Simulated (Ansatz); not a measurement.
Cost and result up the ladder for `N#CC1=C(c2cccnc2)C2C=CC1C2` (25 atoms). Total charge 0; singlet. Geometry: r2SCAN-D4/def2-SVP.

Ansatz on 4 threads of Arm Neoverse V1 on a shared host. Times are rough, and most runs start from the orbitals of an earlier one. PBE0-D4/def2-TZVP serves as the yardstick here, not as an exact answer. Differences are given only for rows in sets of like size (and for xTB, whose basis is part of the method), since another set adds its own error. Binding counts from free atoms at the same level (N quartet, C triplet, H doublet; other spins of the atoms weren't run), without zero-point energy or a counterpoise term.

B3LYP takes the VWN-RPA correlation. Correlated methods freeze 15 core orbitals. The rows differ in basis, and correlated rows in double-zeta sets carry the largest basis error.

Run but left out: HF/6-31G (restricted singlet, unstable in another Hartree–Fock run and untested here).

Correlated methods converge slowly with the basis, most of all in double-zeta sets.

| level | functions | wall time | binding energy per atom (eV) | difference from PBE0-D4/def2-TZVP (eV) | remarks |
| --- | --- | --- | --- | --- | --- |
| B3LYP-D4/6-31G | 155 | 5.5 s | 4.98 | – | – |
| PBE-D4/def2-SVP | 260 | 6.5 s | 5.42 | – | – |
| PBE0-D4/def2-SVP | 260 | 11 s | 5.28 | – | – |
| PBE-D4/def2-TZVP | 525 | 15 s | 5.34 | 0.14 | – |
| MP2/def2-SVP | 260 | 15 s | 5.06 | – | restricted SCF unstable |
| r2SCAN-D4/def2-TZVP (with forces) | 525 | 30 s | 5.13 | -0.07 | – |
| PBE0-D4/def2-TZVP (with forces) | 525 | 52 s | 5.20 | 0.00 | – |
